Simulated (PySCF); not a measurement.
Species: CBrN₃O.
InChI=1S/CBrN3O/c2-1-3-5-6-4-1

The calculation used PBE0-D3(BJ)/def2-SVP geometry optimisation, gas phase in PySCF.

Masses are those of the commonest isotopes; rigid-rotor values at the optimised geometry. 

(1) What are A, B and C (cm⁻¹)?

(2) What kind of rotor is it?

(3) What does the inertial defect say?

(4) Where do the levels up to J = 5 lie, in cm⁻¹?

(5) Which types of transition are allowed, and where do some lines up to J = 4 fall?

(6) Estimate the classical rotational partition function at 25 K, 50 K and 500 K.

Results:

(1) Ia = 48.03, Ib = 370.86, Ic = 418.89 u·Å²; 505379 MHz·u·Å²/I gives 10522, 1363 and 1206 MHz, that is A = 0.35097, B = 0.04546, C = 0.04024 cm⁻¹.

(2) A near-prolate asymmetric top; Ray's κ = -0.966.

(3) Planar: Δ = Ic − Ia − Ib = 0.00 u·Å². For a rigid frame Δ = −2 Σ m c², so it vanishes when all atoms lie in the ab plane; here none is more than 0.01 Å from it.

(4) Above 0(0,0):
J = 1: 1(0,1) 0.0857, 1(1,1) 0.3912, 1(1,0) 0.3964
J = 2: 2(0,2) 0.2570, 2(1,2) 0.5574, 2(1,1) 0.5730, 2(2,1) 1.4896, 2(2,0) 1.4897
J = 3: 3(0,3) 0.5139, 3(1,3) 0.8066, 3(1,2) 0.8379, 3(2,2) 1.7467, 3(2,1) 1.7470, 3(3,1) 3.2874, 3(3,0) 3.2874
J = 4: 4(0,4) 0.8560, 4(1,4) 1.1389, 4(1,3) 1.1910, 4(2,3) 2.0894, 4(2,2) 2.0904, 4(3,2) 3.6303, 4(3,1) 3.6303, 4(4,1) 5.7870, 4(4,0) 5.7870
J = 5: 5(0,5) 1.2832, 5(1,5) 1.5541, 5(1,4) 1.6322, 5(2,4) 2.5178, 5(2,3) 2.5201, 5(3,3) 4.0590, 5(3,2) 4.0590, 5(4,2) 6.2157, 5(4,1) 6.2157, 5(5,1) 8.9887, 5(5,0) 8.9887
The levels of one J sum to (2J + 1)J(J + 1)(A + B + C)/3.

(5) The dipole components are |μa| = 1.61 D, |μb| = 0.18 D, |μc| = 0.00 D; the mirror of this Cs structure is the ab plane, so μc vanishes by symmetry and there are no c-type lines. The squared components, which scale the intensities, stand as 1.00 : 0.01 (a : b). Some of the stronger lines:

```
type  branch         J(Ka,Kc)    MHz  lower level (cm⁻¹)
   a       Q  2(1,1) ← 2(1,2)    469               0.557
   a       Q  3(1,2) ← 3(1,3)    937               0.807
   a       Q  4(1,3) ← 4(1,4)   1562               1.139
   a       R  1(0,1) ← 0(0,0)   2569               0.000
   a       R  2(1,2) ← 1(1,1)   4982               0.391
   a       R  2(0,2) ← 1(0,1)   5136               0.086
   a       R  2(1,1) ← 1(1,0)   5295               0.396
   a       R  3(1,3) ← 2(1,2)   7472               0.557
   a       R  3(0,3) ← 2(0,2)   7700               0.257
   a       R  3(2,2) ← 2(2,1)   7708               1.490
   a       R  3(2,1) ← 2(2,0)   7715               1.490
   a       R  3(1,2) ← 2(1,1)   7941               0.573
   a       R  4(1,4) ← 3(1,3)   9960               0.807
   a       R  4(0,4) ← 3(0,3)  10257               0.514
   a       R  4(2,3) ← 3(2,2)  10275               1.747
   a       R  4(3,2) ← 3(3,1)  10281               3.287
   a       R  4(3,1) ← 3(3,0)  10281               3.287
   a       R  4(2,2) ← 3(2,1)  10295               1.747
   a       R  4(1,3) ← 3(1,2)  10585               0.838
   b       Q  4(2,3) ← 4(1,4)  28497               1.139
```

(6) Point group Cs, symmetry number σ = 1; q = (√π/σ)·√((kT/h)³/(ABC)), k/h = 20836.6 MHz/K: 5070 at 25 K, 14300 at 50 K, 453000 at 500 K.

Not checked by PBE0-D3(BJ)/def2-SVP frequencies. No vibrational averaging or centrifugal distortion is included, and the geometry carries the error of its method. Quadrupole hyperfine structure (14N, 79Br) is left out.
